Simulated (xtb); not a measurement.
Mo(O)2(OH) (HMoO3), SMILES [O]=[Mo+](=[O])[OH], charge +1, multiplicity 1. All values are semi-empirical tight-binding results from xtb (GFN2-xTB unless named), good for trends rather than for accurate numbers. Coordinates come from a GFN2-xTB optimisation. The multiplicity is an assumed one; other spin states were not compared. The isomer is the one that the SMILES or the coordinates give; other isomers of the formula were not compared. One conformer was computed; it need not be the lowest.

Optimised geometry:

```xyz
5

Mo     0.0524    -0.1747     0.0000
O      0.8231     0.3257    -1.3715
O      0.8231     0.3257     1.3715
O     -1.6052     0.1991     0.0000
H     -2.5289     0.5330     0.0000
```
Charge +1, spin multiplicity 1.

For metal compounds this method's bond lengths and energies can be far off.

Computed properties:
The point group as xtb finds it comes out as Cs, the orbital gap comes out as 0.28 eV and the zero-point energy is 10.9 kcal/mol. The G − E(el) at 298.15 K (modified RRHO) is -7.3 kcal/mol.

Task: Give the atomic charges and the Wiberg bond orders between heavy atoms. (An estimate is asked for; the answer gives what the named calculation found.)

Result: charges (e) Mo1 1.35, O2 -0.24, O3 -0.24, O4 -0.32, H5 0.46. Bond orders Mo1–O2 2.39, Mo1–O3 2.39, Mo1–O4 1.68.
